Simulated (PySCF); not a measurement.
# Working out the ionisation energy of Ti

Ti [Ar] 3d2 4s2 (3F) → Ti⁺ [Ar] 3d2 4s1 (4F). Calculation: PySCF 2.14, in pcseg-2 (6s4p3d2f1g, 56 functions); no relativity, point nucleus. Frozen: [Ar]. Energies in hartree (1 hartree = 27.21139 eV):

```
             part   Ti (lower)  Ti⁺ (upper)
              UHF  -848.396690  -848.193561
MP2 opposite-spin    -0.026886     0.000000
    MP2 same-spin    -0.009552    -0.010020
```

**Question.** What does Hartree-Fock give?

**Answer.** (-848.193561) − (-848.396690) = 0.203129 hartree = 5.527 eV.

**Question.** What do MP2 and SCS-MP2 (6/5 opposite-spin, 1/3 same-spin) give?

**Answer.** The opposite-spin parts differ by 0.732 eV and the same-spin parts by -0.013 eV. MP2: 5.527 + (0.732) + (-0.013) = 6.246 eV. SCS-MP2: 5.527 + 1.2 × (0.732) + (-0.013)/3 = 6.401 eV.

Measured between the centres of the two terms (NIST): 6.828 eV, so MP2 (valence) is off by -0.582 eV.

The calculation is non-relativistic.

What remains against the reference includes basis incompleteness, the frozen core and correlation beyond second order.
